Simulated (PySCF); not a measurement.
C5H6NP.
Atom-mapped SMILES: `[CH3:1][c:2]1[cH:3][cH:4][n:5][cH:6][p:7]1` (hydrogens: H8, H9, H10 on C1; H11 on C3; H12 on C4; H13 on C6)

Geometry (B3LYP/cc-pVDZ, Å), atoms numbered from 1 in this order:
```xyz
13
C5H6NP angstrom
C     -2.1509   -0.5114    0.2240
C     -0.6566   -0.3099    0.1141
C     -0.1563    0.8581   -0.4678
C      1.2064    1.1346   -0.6143
N      2.2264    0.3529   -0.2336
C      1.9700   -0.8177    0.3497
P      0.4185   -1.5651    0.7293
H     -2.6238   -0.4871   -0.7726
H     -2.6115    0.2937    0.8217
H     -2.4029   -1.4722    0.6967
H     -0.8640    1.6103   -0.8356
H      1.4988    2.0800   -1.0851
H      2.8623   -1.3954    0.6310
```

Level of theory: B3LYP/cc-pVDZ geometry optimisation, gas phase in PySCF.

Take the most abundant isotopes and a rigid rotor. 

(1) What are A, B and C (MHz)?

(2) What kind of rotor is it?

(3) What does the inertial defect say?

(4) List the rotational levels J(Ka,Kc) to J = 3 (MHz).

(5) Which lines would a microwave search look for?

(6) Estimate the classical rotational partition function at 50 K, 100 K and 200 K.

Results:

(1) Ia = 135.52, Ib = 221.65, Ic = 354.00 u·Å²; 505379 MHz·u·Å²/I gives A = 3729, B = 2280, C = 1428 MHz.

(2) An asymmetric top: κ = (2 × 2280 − 3729 − 1428)/(3729 − 1428) = -0.26.

(3) Not planar: Δ = Ic − Ia − Ib = -3.18 u·Å². For a rigid frame Δ = −2 Σ m c², so Σ m c² = 1.59 u·Å² lies off the ab plane, practically all of it from hydrogen. The atom farthest from that plane is 0.89 Å away.

(4) Above 0(0,0):
J = 1: 1(0,1) 3708, 1(1,1) 5157, 1(1,0) 6009
J = 2: 2(0,2) 10843, 2(1,2) 11720, 2(1,1) 14277, 2(2,1) 18624, 2(2,0) 18904
J = 3: 3(0,3) 21000, 3(1,3) 21410, 3(1,2) 26463, 3(2,2) 29747, 3(2,1) 30993, 3(3,1) 39278, 3(3,0) 39339

(5) The dipole components are |μa| = 1.84 D, |μb| = 1.30 D, |μc| = 0.00 D; the mirror of this Cs structure is the ab plane, so μc vanishes by symmetry and there are no c-type lines. The squared components, which scale the intensities, stand as 1.00 : 0.50 (a : b). Some lines, for components of 0.1 D or more:

| type | branch | J(Ka,Kc) | MHz | lower level (cm⁻¹) |
| --- | --- | --- | --- | --- |
| a | Q | 3(2,1) ← 3(2,2) | 1246 | 0.992 |
| a | Q | 2(1,1) ← 2(1,2) | 2557 | 0.391 |
| b | Q | 2(1,1) ← 2(0,2) | 3434 | 0.362 |
| a | R | 1(0,1) ← 0(0,0) | 3708 | 0.000 |
| a | Q | 3(1,2) ← 3(1,3) | 5053 | 0.714 |
| b | Q | 2(2,1) ← 2(1,2) | 6905 | 0.391 |
| b | R | 3(1,2) ← 2(2,1) | 7839 | 0.621 |
| b | R | 2(1,2) ← 1(0,1) | 8012 | 0.124 |
| a | R | 2(1,1) ← 1(1,0) | 8268 | 0.200 |
| b | Q | 3(3,1) ← 3(2,2) | 9530 | 0.992 |
| a | R | 3(1,3) ← 2(1,2) | 9691 | 0.391 |
| a | R | 3(1,2) ← 2(1,1) | 12186 | 0.476 |
| b | R | 2(2,0) ← 1(1,1) | 13748 | 0.172 |
| b | R | 3(2,2) ← 2(1,1) | 15470 | 0.476 |
| b | R | 3(2,1) ← 2(1,2) | 19274 | 0.391 |
| b | R | 3(3,1) ← 2(2,0) | 20373 | 0.631 |

(6) Point group Cs, symmetry number σ = 1; q = (√π/σ)·√((kT/h)³/(ABC)), k/h = 20836.6 MHz/K: 17100 at 50 K, 48400 at 100 K, 137000 at 200 K.

Stationary, but not proved a minimum. No vibrational averaging or centrifugal distortion is included, and the geometry carries the error of its method. A rigid rotor knows nothing of internal rotation, which can split or shift real lines. Quadrupole hyperfine structure (14N) is left out.
